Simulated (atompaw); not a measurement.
**What one change does to a pseudopotential (Mo, PAW (atompaw))**

Mo, PAW, made with atompaw 4.2.0.5 (PBE, scalar-relativistic). Core [Ar] 3d10, reference 4s2 4p6 4d5 5s0 5p1. Waves: 4s (bound): rc 1.75 bohr; 5s (bound, empty): rc 1.60 bohr; 4p (bound): rc 1.95 bohr; 5p (bound): rc 2.50 bohr; 4d (bound): rc 2.30 bohr; 4d channel at 0.5 Ry: rc 2.50 bohr. Local part: vpsmatchnc scheme with l = 3 at 1 Ry, radius 2.45 bohr. Core correction: smooth core density matched at 2.15 bohr. Augmentation charge: sinc compensation charge, radius 2.00 bohr; PAW radius 2.50 bohr; waves and projectors: custom polynom gramschmidtortho.

Change: local potential troulliermartins scheme with l = 3 at 1 Ry, radius 2.45 bohr.

Cutoffs: the cutoffs (Ry, on a coarse ladder) from which the occupation-weighted sum of valence levels, in a spherical-Bessel basis at the reference potential, stays within 10 and 1 mRy of its value at 400 Ry; they do not see the model core or the augmentation charge, which bear on the density cutoff.

Problem. What does the change do?

Solution. The potential gets neither clearly harder nor softer (30 Ry and 40 Ry → 30 Ry and 40 Ry); the range in which the p phases agree widens (upper end 0.9 → 4.2); neither file shows a bound ghost.

```tsv
quantity	base	changed
cutoff, loose	30 Ry	30 Ry
cutoff, tight	40 Ry	40 Ry
bound ghosts	none	none
s: phases at 2.51 bohr within 0.05 rad from the reference energy up to (Ry; the scan ends near 5)	to the end of the scan	to the end of the scan
p: phases at 2.51 bohr within 0.05 rad from the reference energy up to (Ry; the scan ends near 5)	0.9	4.2
d: phases at 2.51 bohr within 0.05 rad from the reference energy up to (Ry; the scan ends near 5)	1.9	2.1
lowest overlap eigenvalue by channel	s 0.18, p 0.61, d 0.76	s 0.31, p 0.58, d 0.77
```

 The cutoffs see the waves, projectors and local potential, not the compensation charge or the core.
